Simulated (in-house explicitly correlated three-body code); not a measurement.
Computed with an exponentially correlated three-body code. Model: two electrons around a point charge, non-relativistic, variational in 260 exponentially correlated functions (energies converged to about 1e-7 hartree, or 1e-8 relative for large Z).

Command:
```bash
python run_hyl.py task.json out
```
Settings (lengths in bohr, energies in hartree):
```
Z                      26
screening              3.9
interaction_strength   1
functions              260
states_tried           13
```

Run time, properties included: 100 s on 1 thread of AMD EPYC 7R43 64-Core Processor (Zen 3), with other jobs on the host.

**Those bound S and P states to n = 4 that converged, binding against the one-electron ion.**

Given: nuclear charge 26; Yukawa screening of all interactions 3.9 1/bohr.

Computed: one-electron threshold -247.051501 hartree.

| term | energy (hartree) | binding (eV) |
| --- | --- | --- |
| 1 1S | -481.611584 | 6382.7 |
| 2 3S | -263.6986 | 452.99 |
| 2 1S | -262.977227 | 433.36 |
| 2 3P | ? | ? |
| 2 1P | -258.529092 | 312.32 |

(1) What belongs in the row 2 3P?

**Converged states only, values per electron or pair (inverse distances are <exp(-kr)/r>).**

| term | mean r (bohr) | mean r squared (bohr²) | mean inverse r (1/bohr) | mean r12 (bohr) | mean inverse r12 (1/bohr) | mean cosine | mean p1 dot p2 (bohr⁻²) | delta r1 (bohr⁻³) | delta r12 (bohr⁻³) |
| --- | --- | --- | --- | --- | --- | --- | --- | --- | --- |
| 1 1S | 0.059682 | 0.0047797 | 21.824 | 0.087432 | 12.34 | -0.0050007 | 3.1665 | 5293.9 | 620.51 |
| 2 3S | ? | ? | ? | ? | ? | ? | ? | ? | - |
| 2 1S | 0.1753 | 0.053187 | 12.396 | 0.29772 | 2.3741 | -0.0019295 | 0.19348 | 2923.4 | 79.061 |
| 2 3P | 0.15783 | 0.04375 | 12.336 | 0.26821 | 2.2461 | -0.050811 | -31.133 | 2711.6 | - |
| 2 1P | 0.16 | 0.045163 | 12.314 | 0.26564 | 2.6399 | 0.044673 | 30.243 | 2718.2 | 21.412 |

(2) What belongs in the row 2 3S?

**Electric-dipole lines between converged S and P states, rate of the upper state's decay.**

```csv
s state,p state,p minus s (eV),oscillator strength from s,rate (1/s)
1 1S,2 1P,6070.4,0.54182,2.8878e+14
2 1S,2 1P,121.04,0.21544,4.5653e+10
2 3S,2 3P,128.01,0.2203,5.221e+10
```

**Static dipole response.**

| state | polarisability (bohr³) |
| --- | --- |
| 1 1S | 2.2918e-05 |
| 2 1S | 0.011556 |

Answers

(1) energy (hartree): -258.994457; binding (eV): 324.98.

(2) mean r (bohr): 0.1727; mean r squared (bohr²): 0.051348; mean inverse r (1/bohr): 12.423; mean r12 (bohr): 0.295; mean inverse r12 (1/bohr): 1.7155; mean cosine: -0.0012051; mean p1 dot p2 (bohr⁻²): 0.13265; delta r1 (bohr⁻³): 2930.3.
